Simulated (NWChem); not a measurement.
## Total energies of ClSn

```xyz
2

Sn     0.0000     0.0000     0.6075
Cl     0.0000     0.0000    -1.7867
```
Charge 0, spin multiplicity 2.

The numbers come from NWChem runs, not from measurements. All single points use one geometry, from UPBE0/def2-SVP with def2 effective core potentials on Sn, a minimum by its harmonic frequencies.

Basis set: def2-QZVP (152 functions).

| method | total energy (Ha) | relative cost |
|---|---|---|
| UHF | -672.92841 | 1 |
| UMP2 | -673.62744 | under 3 |
| UB2PLYP | -674.29596 | under 3 |
| UPBE | -674.37525 | under 3 |
| UB3LYP | -674.65395 | under 3 |
| UBHandHLYP | -674.49542 | under 3 |

Total energies of different functionals aren't comparable as a measure of quality: only differences taken within one method are. Relative cost: rough, from shared machines, SCF included, UHF = 1.

Effective core potentials replace the inner electrons of Sn; spin-orbit coupling is left out. The correlated methods keep 9 core orbitals frozen. B3LYP has NWChem's definition, with VWN1-RPA local correlation. This spin state was chosen for the runs; another may lie lower. The structure started from a generated list of species. The unpaired electrons of the parent sit in orbitals of symmetry b1 (C2v labels of the run); other states weren't searched. The stability of the SCF solutions was not checked. Open-shell Hartree-Fock references start from PBE0 orbitals; any time given for them includes that run.
